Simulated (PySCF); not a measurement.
The dipole of `C(O[SiH2]C(=C=S)C#C)C` from its density and from atomic charges.

Coordinates (GFN2-xTB, Å) and charges (e) from the PBE0/pcSseg-1 density (PySCF):

```json
{"atom": "C1", "x": "4.333", "y": "0.072", "z": "-0.864", "Mulliken": "-0.3587", "IAO": "-0.2509", "Hirshfeld": "-0.1165", "ESP-fitted": "-0.6076"}
{"atom": "C2", "x": "3.260", "y": "0.201", "z": "-0.339", "Mulliken": "+0.4023", "IAO": "-0.0169", "Hirshfeld": "-0.0501", "ESP-fitted": "+0.3263"}
{"atom": "C3", "x": "1.986", "y": "0.337", "z": "0.229", "Mulliken": "-0.6351", "IAO": "-0.4032", "Hirshfeld": "-0.1226", "ESP-fitted": "-0.2757"}
{"atom": "C4", "x": "1.723", "y": "0.843", "z": "1.396", "Mulliken": "+0.0865", "IAO": "-0.0143", "Hirshfeld": "+0.0469", "ESP-fitted": "-0.0025"}
{"atom": "S5", "x": "1.248", "y": "1.424", "z": "2.760", "Mulliken": "+0.0433", "IAO": "+0.1212", "Hirshfeld": "-0.0013", "ESP-fitted": "+0.0136"}
{"atom": "Si6", "x": "0.551", "y": "-0.322", "z": "-0.828", "Mulliken": "+0.9429", "IAO": "+1.0727", "Hirshfeld": "+0.4130", "ESP-fitted": "+0.3928"}
{"atom": "O7", "x": "-0.733", "y": "0.173", "z": "0.005", "Mulliken": "-0.6410", "IAO": "-0.6476", "Hirshfeld": "-0.2149", "ESP-fitted": "-0.2837"}
{"atom": "C8", "x": "-2.103", "y": "0.056", "z": "-0.269", "Mulliken": "+0.0418", "IAO": "-0.0350", "Hirshfeld": "+0.0178", "ESP-fitted": "+0.2534"}
{"atom": "C9", "x": "-2.888", "y": "0.852", "z": "0.761", "Mulliken": "-0.2807", "IAO": "-0.4240", "Hirshfeld": "-0.1207", "ESP-fitted": "-0.4240"}
{"atom": "H10", "x": "5.280", "y": "-0.031", "z": "-1.300", "Mulliken": "+0.0448", "IAO": "+0.2038", "Hirshfeld": "+0.0910", "ESP-fitted": "+0.3469"}
{"atom": "H11", "x": "0.633", "y": "-1.783", "z": "-0.922", "Mulliken": "-0.1038", "IAO": "-0.1522", "Hirshfeld": "-0.0779", "ESP-fitted": "-0.0663"}
{"atom": "H12", "x": "0.622", "y": "0.272", "z": "-2.166", "Mulliken": "-0.1080", "IAO": "-0.1501", "Hirshfeld": "-0.0769", "ESP-fitted": "-0.0664"}
{"atom": "H13", "x": "-2.386", "y": "-1.003", "z": "-0.236", "Mulliken": "+0.1079", "IAO": "+0.1267", "Hirshfeld": "+0.0394", "ESP-fitted": "+0.0177"}
{"atom": "H14", "x": "-2.305", "y": "0.429", "z": "-1.279", "Mulliken": "+0.1044", "IAO": "+0.1234", "Hirshfeld": "+0.0391", "ESP-fitted": "+0.0250"}
{"atom": "H15", "x": "-3.952", "y": "0.780", "z": "0.554", "Mulliken": "+0.1101", "IAO": "+0.1453", "Hirshfeld": "+0.0475", "ESP-fitted": "+0.1101"}
{"atom": "H16", "x": "-2.586", "y": "1.895", "z": "0.729", "Mulliken": "+0.1217", "IAO": "+0.1508", "Hirshfeld": "+0.0436", "ESP-fitted": "+0.1146"}
{"atom": "H17", "x": "-2.690", "y": "0.467", "z": "1.758", "Mulliken": "+0.1216", "IAO": "+0.1503", "Hirshfeld": "+0.0428", "ESP-fitted": "+0.1258"}
```

**Question.** Form Σ q r in debye for every column and set it beside the full dipole.

**Answer.** The full density gives (-1.94, -0.59, -1.13) D, 2.32 D in size; dipole vectors point from the negative to the positive end.

| scheme | μx | μy | μz | size (D) | share of the full size (%) | angle to the full dipole (°) |
| --- | --- | --- | --- | --- | --- | --- |
| Mulliken | -5.09 | -1.02 | -1.27 | 5.35 | 230 | 16 |
| IAO | -2.51 | -0.95 | -1.41 | 3.03 | 130 | 4 |
| Hirshfeld | -1.69 | -0.30 | -0.45 | 1.78 | 77 | 16 |
| ESP-fitted | -1.96 | -0.64 | -1.19 | 2.38 | 103 | 1 |

**Question.** Which set comes closest?

**Answer.** Length of the difference vector: ESP-fitted 0.08 D, IAO 0.72 D, Hirshfeld 0.78 D, Mulliken 3.18 D. Closest: ESP-fitted. ESP charges are fitted to the potential around the molecule, whose slowest-falling term is the dipole's. The schemes that divide the density aren't constrained to reproduce the dipole.

**Question.** What is left for the Hirshfeld atoms' own dipoles?

**Answer.** The Hirshfeld atoms' densities add up to the full density, so μ = Σ q r + Σ (atomic dipoles). The atomic dipoles sum to (-1.94, -0.59, -1.13) − (-1.69, -0.30, -0.45) = (-0.25, -0.29, -0.68) D, 0.78 D in size.

**Question.** With the origin at the mean of the coordinates, (0.000, 0.274, -0.001) Å, which are the largest single terms, by size, of the Hirshfeld dipole along the direction of the full one?

**Answer.** C1 +1.76, H10 -1.62, C9 -1.10, C3 +1.05, H15 +0.66 D; all 17 atoms together +1.71 D. The single terms depend on the origin, their sum doesn't.

**Question.** Give the size of the full dipole in other units.

**Answer.** 2.32 D = 0.914 au = 0.484 e·Å = 7.75 × 10⁻³⁰ C·m.

Geometry: GFN2-xTB, one conformer, isolated molecule.

These values come from a run that also computed NMR shieldings. Time: 65 s (grids of density and orbitals included); peak memory 0.92 GiB. Hardware: Arm Neoverse V1, one thread (shared host).

The values belong to the conformer `[CH:1]#[C:2][C:3](=[C:4]=[S:5])[SiH2:6][O:7][CH2:8][CH3:9]`: C2–C3–Si6–O7 -172°, C3–Si6–O7–C8 177°, Si6–O7–C8–C9 -173°.
